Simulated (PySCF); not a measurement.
SMILES [F][La]([F])[F] (F3La) (PBE0/def2-SVP optimised geometry):

```
4

La    -0.625    -0.972     0.000
F     -1.525    -2.357    -1.358
F      1.513    -0.972     0.000
F     -1.513     0.972     0.000
```

Level of theory: PBE0/def2-TZVP, def2 effective core potentials past Kr in PySCF.

Task: What are the frontier orbital energies and the dipole moment?

Result: HOMO-2 -10.24 eV, HOMO-1 -9.90 eV, HOMO -9.90 eV, LUMO -2.13 eV, LUMO+1 -0.55 eV; dipole moment 4.25 D.
